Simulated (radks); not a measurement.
Values are calculated unless marked as measured or tabulated.
Ir4+, configuration [Kr] 4d10 4f14 5s2 5p5 5d6 (not the ground configuration).

Level of theory: Dirac Kohn-Sham, PBE, spin-unpolarised, spherical densities, point nucleus; open shells fill j = l - 1/2 first (a radial shooting solver on a logarithmic mesh with Libxc functionals).

Energy parts (eV):
part                       energy
total                  -485796.07
kinetic                 553822.11
electron-nucleus      -1215904.17
Hartree                 185736.11
exchange-correlation     -9450.11

Orbitals (lengths in bohr, moments of r in powers of bohr; <r^-3> diverges for s and p1/2):
orbital  occ.  eigenvalue (eV)      <r>   <1/r>  <r^-3>
1s1/2       2        -76071.91  0.01743   92.26       -
2s1/2       2        -13338.41  0.07295   22.58       -
2p1/2       2        -12777.65  0.06017   22.53       -
2p3/2       4        -11149.77  0.06848   18.59   18750
3s1/2       2        -3157.532   0.1899   8.288       -
3p1/2       2        -2906.677   0.1801   8.199       -
3p3/2       4        -2550.224   0.1954   7.175    4312
3d3/2       4        -2132.117   0.1705   7.072   750.2
3d5/2       6        -2055.101   0.1752   6.835   628.7
4s1/2       2        -712.6506   0.4231   3.496       -
4p1/2       2        -606.8506   0.4266   3.385       -
4p3/2       4        -522.5434   0.4603   3.030    1022
4d3/2       4        -349.3063   0.4717   2.823   158.0
4d5/2       6        -333.6541   0.4830   2.739   129.5
5s1/2       2        -146.1003   0.9704   1.404       -
4f5/2       6        -113.2633   0.5294   2.338   25.82
5p1/2       2        -112.4639    1.049   1.283       -
4f7/2       8        -110.1317   0.5368   2.305   24.57
5p3/2       3         -98.3301    1.138   1.160   169.5
5d3/2       4         -52.3525    1.447  0.8949   16.81
5d5/2       2         -50.7207    1.484  0.8695   13.61
6s1/2       0         -42.5312    2.255  0.5734       -
6p1/2       0         -34.0630    2.551  0.5036       -
6p3/2       0         -31.6788    2.722  0.4693   29.38
5f5/2       0         -18.1974    3.090  0.3948  0.5146
5f7/2       0         -18.1400    3.107  0.3925  0.5011

The highest occupied level is 5d5/2 at -50.721 eV. The density falls to 0.001 e/bohr^3 at r = 3.18 bohr.
